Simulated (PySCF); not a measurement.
Species: C₃H₁₀OSi₂ (charge +1 and doublet state).
Z-matrix (Å and degrees, GFN2-xTB geometry), rows numbered from 1:
```
C 
Si  1  1.8824
C   2  2.0236  1  105.31
C   3  1.4170  2  107.36  1    67.66
O   4  1.1825  3  135.56  2   -59.12
Si  4  2.1047  3  113.67  2   119.77
H   1  1.0874  2  110.86  3  -173.91
H   1  1.0896  2  111.95  3   -54.36
H   1  1.0894  2  111.84  3    66.56
H   2  1.4605  1  117.20  3  -108.60
H   2  1.4626  1  115.44  3   113.77
H   3  1.0834  2  109.03  1  -166.96
H   3  1.0900  2  105.33  1   -49.11
H   6  1.4535  4  103.28  3  -170.73
H   6  1.4626  4   98.33  3   -49.87
H   6  1.4598  4   98.18  3    67.58
```

The hyperfine couplings belong to this conformer and change with its torsions.

As a line formula: `C[SiH2]CC(=[O+])[SiH3]` [radical] (charge +1).

Method: UKS B3LYP, pcH-1 on C H O Si, non-relativistic, mean-field spin-orbit, GIAO (PySCF 2.14.0). The structure is a single GFN2-xTB conformer in the gas phase; no vibrational or solvent corrections. The geometry wasn't refined by DFT: couplings that depend on bond lengths, twists or pyramidal angles can differ widely from those at the functional's own minimum, by a factor of two or more for some ions and for spin on atoms past the first row. No stability test was run, so a lower SCF solution isn't excluded.

(1) The isotropic 13C couplings are +51.0, -31.5, +3.0 MHz. Assign them to C1; C3; C4.

(2) The isotropic 29Si couplings are -55.9, +4.4 MHz. Assign them to Si2; Si6.

Answers

(1) 
```tsv
site	a_iso (MHz)	ρ(0) (bohr⁻³)	position	distance from O5 (Å)	spin population	largest |T| (MHz)
C1	+3.0	+0.0027	4 bonds from O5	3.36	0.00	2.0
C3	+51.0	+0.0454	2 bonds from O5	2.41	+0.10	29.7
C4	-31.5	-0.0279	1 bond from O5	1.18	+0.14	36.9
```

(2) 
```tsv
site	a_iso (MHz)	ρ(0) (bohr⁻³)	position	distance from O5 (Å)	spin population	largest |T| (MHz)
Si2	+4.4	-0.0050	3 bonds from O5	3.31	+0.01	5.1
Si6	-55.9	+0.0631	2 bonds from O5	2.76	+0.22	70.4
```

ρ(0) is the spin density at the nucleus and T the dipolar tensor; a_iso includes a spin–orbit part; entries for several nuclei are means. The largest Mulliken spin populations are on O5 (+0.48), Si6 (+0.22), C4 (+0.14) and C3 (+0.10).

Means are taken over nuclei equivalent by connectivity, which assumes that they swap fast. The three 1H nuclei of mean +18.1 MHz run from -1.8 to 35.1 MHz in the frozen geometry. The three 1H nuclei of mean +4.4 MHz run from -0.4 to 9.5 MHz in the frozen geometry. The 1H value of +6.4 MHz is a mean of couplings from -1.2 to 14.0 MHz in this one geometry, not an average over conformers. The 1H value of +4.3 MHz is a mean of couplings from -2.5 to 11.1 MHz in this one geometry, not an average over conformers.

The SMILES `C[SiH2]CC(=[O+])[SiH3]` draws the unpaired electron on O5, whose computed spin population is only +0.48.
